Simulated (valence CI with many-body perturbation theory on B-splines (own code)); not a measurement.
## E1 line list for Ho18+

Level of theory: configuration interaction combined with many-body perturbation theory (CI+MBPT): three valence electrons over a frozen Dirac-Fock core [Kr] 4d10, a basis of 7 s, 7 p, 7 d, 7 f, 4 g, 2 h functions for each j, with the one-electron correlation potential Σ1 (screened to all orders), the two-electron term Σ2, the three-electron term Σ3, Breit, model QED; selected single and double excitations, second order for the rest, scaled by the run's own slope (own B-spline code, finite nucleus).

No measured spectrum was set against this ion. As an estimate, terms of the open shell hold to a few per cent of their energy, and close levels can change places. Excitations out of the core, of the other parity, are not computed and may begin above about 129 eV (a cautious bound); beyond it only levels of the ground parity were kept, without lifetimes.

Lines 151 to 200 of 581 in falling wavelength, among levels below 1038900 cm⁻¹, chosen from the strongest by gf and those to the six lowest levels. Wavelengths and rates use the calculated energies, so an error of 2000 cm⁻¹ moves a line at 36.29 nm by 0.73 % and its rate by three times that or more. Electric multipoles are in the length gauge, E1 and E2 with the static RPA response of the core. Weak lines are less certain than strong ones. Lines between different terms over intervals too small for the method are left out, as are lines whose strength nearly cancels. Where a level lies close to another of its J and parity, the split of strength between their lines is uncertain. The highest levels of a list are the least certain.

Levels are named by their leading jj configuration (3d3/2^4 stands for four electrons in 3d with j = 3/2), which in mixed levels can hold well under half, so a name can repeat and another be missing. Letters in brackets count levels of one name in rising energy.

| λ vac (nm) | Upper | Lower | A (s⁻¹) | S (a.u.) |
| --- | --- | --- | --- | --- |
| 36.29 | (4f5/2 4f7/2 5p1/2) J=9/2 [b] | (4f5/2^2 5s) J=9/2 | 4.51e+07 | 1.06e-02 |
| 36.17 | (4f5/2 4f7/2 5p1/2) J=11/2 [b] | (4f7/2^2 5s) J=9/2 | 4.66e+07 | 1.31e-02 |
| 36.09 | (4f5/2 4f7/2 5s) J=9/2 [a] | (4f5/2^2 4f7/2) J=11/2 [a] | 1.06e+04 | 2.46e-06 |
| 36.08 | (4f7/2 5s 5p3/2) J=7/2 [b] | (4f5/2 4f7/2 5p3/2) J=9/2 [d] | 8.00e+07 | 1.48e-02 |
| 36.04 | (4f5/2 5p1/2^2) J=5/2 | (4f5/2 5s 5p1/2) J=3/2 | 3.98e+09 | 5.52e-01 |
| 35.90 | (4f7/2^2 5p1/2) J=5/2 | (4f7/2^2 5s) J=7/2 | 5.43e+08 | 7.44e-02 |
| 35.79 | (4f5/2 5p1/2^2) J=5/2 | (4f5/2 5s 5p1/2) J=7/2 | 5.17e+09 | 7.01e-01 |
| 35.79 | (4f5/2 4f7/2 5p1/2) J=9/2 [b] | (4f5/2^2 5s) J=7/2 | 9.89e+07 | 2.24e-02 |
| 35.74 | (4f5/2 4f7/2 5s) J=11/2 [a] | (4f5/2^3) J=9/2 | 2.39e+01 | 6.45e-09 |
| 35.68 | (4f7/2^2 5s) J=13/2 | (4f5/2^2 4f7/2) J=11/2 [a] | 2.62e+01 | 8.21e-09 |
| 35.58 | (4f7/2^2 5s) J=7/2 | (4f5/2^2 4f7/2) J=9/2 | 3.03e+04 | 5.38e-06 |
| 35.53 | (4f5/2 4f7/2 5p3/2) J=1/2 [a] | (4f7/2^2 5s) J=1/2 | 9.34e+08 | 4.14e-02 |
| 35.52 | (4f5/2 4f7/2 5p1/2) J=5/2 [b] | (4f5/2 4f7/2 5s) J=7/2 [a] | 5.29e+08 | 7.01e-02 |
| 35.42 | (4f5/2 4f7/2 5p3/2) J=3/2 [b] | (4f7/2^2 5s) J=1/2 | 1.57e+08 | 1.37e-02 |
| 35.42 | (4f5/2 4f7/2 5s) J=9/2 [b] | (4f5/2^2 4f7/2) J=11/2 [a] | 2.29e+02 | 5.02e-08 |
| 35.37 | (4f7/2^2 5s) J=11/2 | (4f5/2 4f7/2^2) J=13/2 [a] | 9.94e+02 | 2.61e-07 |
| 35.10 | (4f5/2 4f7/2 5p1/2) J=3/2 [b] | (4f5/2 4f7/2 5s) J=5/2 [a] | 3.62e+08 | 3.09e-02 |
| 35.06 | (4f5/2 4f7/2 5s) J=9/2 [a] | (4f5/2^3) J=9/2 | 4.22e+03 | 8.97e-07 |
| 34.99 | (4f5/2 4f7/2 5p1/2) J=3/2 [a] | (4f5/2^2 5s) J=5/2 | 1.16e+08 | 9.79e-03 |
| 34.68 | (4f5/2 4f7/2 5s) J=7/2 [a] | (4f5/2^3) J=9/2 | 2.47e+03 | 4.06e-07 |
| 34.54 | (4f5/2 4f7/2 5s) J=5/2 [b] | (4f5/2^3) J=3/2 | 1.29e+04 | 1.58e-06 |
| 34.52 | (4f5/2 4f7/2 5p1/2) J=5/2 [b] | (4f5/2^2 5s) J=3/2 | 9.03e+07 | 1.10e-02 |
| 34.47 | (4f7/2^2 5p3/2) J=3/2 [a] | (4f7/2^2 5s) J=1/2 | 1.78e+08 | 1.44e-02 |
| 34.43 | (4f5/2 4f7/2 5s) J=9/2 [b] | (4f5/2^3) J=9/2 | 6.15e+03 | 1.24e-06 |
| 34.43 | (4f7/2^2 5s) J=11/2 | (4f5/2^2 4f7/2) J=11/2 [a] | 2.79e+03 | 6.75e-07 |
| 34.41 | (4f5/2 4f7/2 5s) J=3/2 [a] | (4f5/2^3) J=3/2 | 4.64e+03 | 3.73e-07 |
| 34.31 | (4f5/2 5p1/2^2) J=5/2 | (4f5/2 5s 5p1/2) J=5/2 [a] | 4.54e+08 | 5.43e-02 |
| 34.17 | (4f5/2 4f7/2 5p1/2) J=13/2 | (4f7/2^2 5s) J=13/2 | 6.05e+07 | 1.67e-02 |
| 34.01 | (4f5/2^2 5p1/2) J=1/2 | (4f5/2^2 5s) J=3/2 | 5.34e+08 | 2.07e-02 |
| 34.00 | (4f5/2^2 5s) J=1/2 | (4f5/2^3) J=3/2 | 1.50e+04 | 5.80e-07 |
| 33.98 | (4f7/2^2 5p3/2) J=1/2 | (4f7/2^2 5s) J=1/2 | 1.40e+09 | 5.41e-02 |
| 33.87 | (4f5/2 4f7/2 5s) J=7/2 [b] | (4f5/2^3) J=9/2 | 2.43e+04 | 3.72e-06 |
| 33.80 | (4f7/2^2 5s) J=9/2 | (4f5/2^2 4f7/2) J=11/2 [a] | 2.27e+03 | 4.32e-07 |
| 33.64 | (4f7/2^2 5p1/2) J=1/2 | (4f7/2^2 5s) J=3/2 | 3.12e+08 | 1.17e-02 |
| 33.56 | (4f5/2 4f7/2 5p1/2) J=3/2 [b] | (4f5/2^2 5s) J=5/2 | 2.71e+08 | 2.02e-02 |
| 33.52 | (4f5/2 4f7/2 5s) J=3/2 [b] | (4f5/2^3) J=3/2 | 1.74e+04 | 1.30e-06 |
| 33.37 | (4f7/2^2 5p1/2) J=5/2 | (4f5/2 4f7/2 5s) J=7/2 [a] | 1.35e+08 | 1.48e-02 |
| 33.27 | (4f5/2 5s 5p3/2) J=7/2 [b] | (4f7/2^2 5p3/2) J=9/2 [b] | 1.46e+08 | 2.13e-02 |
| 33.20 | (4f5/2 4f7/2 5p1/2) J=13/2 | (4f5/2 4f7/2 5s) J=11/2 [a] | 3.90e+07 | 9.87e-03 |
| 33.08 | (4f7/2 5s 5p3/2) J=9/2 [b] | (4f5/2 4f7/2 5p3/2) J=11/2 [e] | 9.42e+07 | 1.68e-02 |
| 32.97 | (4f5/2 4f7/2 5s) J=13/2 | (4f5/2 4f7/2^2) J=15/2 [a] | 4.36e+03 | 1.08e-06 |
| 32.90 | (4f7/2^2 5s) J=9/2 | (4f5/2^3) J=9/2 | 2.01e+03 | 3.53e-07 |
| 32.87 | (4f5/2^2 5p3/2) J=5/2 [b] | (4f7/2^2 5s) J=3/2 | 2.35e+08 | 2.48e-02 |
| 32.78 | (4f5/2 5s 5p3/2) J=5/2 [b] | (4f5/2 4f7/2 5p3/2) J=7/2 [d] | 1.14e+08 | 1.19e-02 |
| 32.74 | (4f7/2^2 5s) J=5/2 | (4f5/2^3) J=3/2 | 3.16e+02 | 3.29e-08 |
| 32.66 | (4f5/2^2 5p3/2) J=3/2 | (4f5/2 4f7/2 5s) J=1/2 | 7.17e+08 | 4.93e-02 |
| 32.62 | (4f5/2 5s 5p3/2) J=5/2 [b] | (4f5/2 4f7/2 5p3/2) J=5/2 [b] | 8.37e+07 | 8.61e-03 |
| 32.52 | (4f5/2 4f7/2 5s) J=1/2 | (4f5/2^3) J=3/2 | 1.57e+05 | 5.34e-06 |
| 32.31 | (4f7/2^2 5s) J=7/2 | (4f5/2^3) J=9/2 | 1.50e+03 | 1.99e-07 |
| 32.22 | (4f5/2 4f7/2 5p3/2) J=3/2 [a] | (4f7/2^2 5s) J=3/2 | 1.56e+08 | 1.03e-02 |
